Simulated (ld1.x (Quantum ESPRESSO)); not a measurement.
# sulfur (S), TM: configuration errors across variants

| Quantity | Value |
| --- | --- |
| Element | sulfur (S) |
| Generator | ld1.x (Quantum ESPRESSO) 7.5 |
| Type | norm-conserving Troullier–Martins (Kleinman–Bylander form) |
| Functional | LDA (PZ) |
| Relativity | scalar-relativistic |
| Frozen core | [Ne] |
| Valence charge | 6 |
| Reference configuration | 3s2 3p4 |
| Partial waves | 3s (bound): rc 1.45 bohr; 3p (bound): rc 1.30 bohr; 3d channel at 0.45 Ry: rc 1.55 bohr |
| Local potential | the d channel |
| Core correction | none |

All-electron excitation energies from the reference (eV): (1) 3s2 3p3 11.863; (2) 3s2 3p2 34.236; (3) 3s2 3p1 68.394; (4) 3s2 3p3.5 4.709; (5) 3s0 3p6 20.607; (6) 3s1 3p5 10.240; (7) 3s1 3p4 22.660; (8) 3s2 3p4 spin -0.706; (9) 3s2 3p3 spin 9.898.

Spin tests fill each open shell by Hund’s rule, majority spin first.

3 further variants failed, have other tests or another functional or relativity, and are left out.

Errors AE − PS in meV (a dash: test not solved or not reliable):

```csv
change,(1),(2),(3),(4),(5),(6),(7),(8),(9),bound ghosts
base,+5.9,+43,+159,+0.9,+12,+2.8,+14,+61,+198,none
wave 3p (bound): rc 1.30 bohr becomes 3p (bound): rc 1.58 bohr,+5.7,+44,+165,+0.8,+8.9,+2.0,+12,+63,+202,none
wave 3d channel at 0.45 Ry: rc 1.55 bohr becomes 3d channel at 0.45 Ry: rc 2.08 bohr,+3.1,+30,+129,+0.3,+11,+2.5,+9.4,+61,+194,none
wave 3d channel at 0.45 Ry: rc 1.55 bohr becomes 3d channel at 3.35 Ry: rc 1.55 bohr,+6.6,+49,+180,+1.1,+12,+2.9,+15,+61,+199,none
"all radii scaled by about 0.83 (s 1.20, p 1.08, d 1.28 bohr)",+9.3,+64,+229,+1.6,+24,+5.9,+24,+61,+199,none
core correction a·sin(br)/r model core inside 0.72 bohr,+5.0,+34,+114,+0.8,+5.1,+1.1,+9.8,+5.9,+20,none
wave 3s (bound): rc 1.45 bohr becomes 3s (bound): rc 2.12 bohr,+11,+80,+296,+1.8,-36,-9.5,-7.5,+64,+211,none
wave 3p (bound): rc 1.30 bohr becomes 3p (bound): rc 1.74 bohr,+5.6,+44,+164,+0.8,+9.6,+2.2,+13,+63,+201,none
```

Q: Give the same row for: local potential all-electron potential smoothed inside 1.40 bohr (lloc = -2).

A: +4.8, +36, +133, +0.7, +12, +2.6, +13, +61, +197; bound ghosts: none.
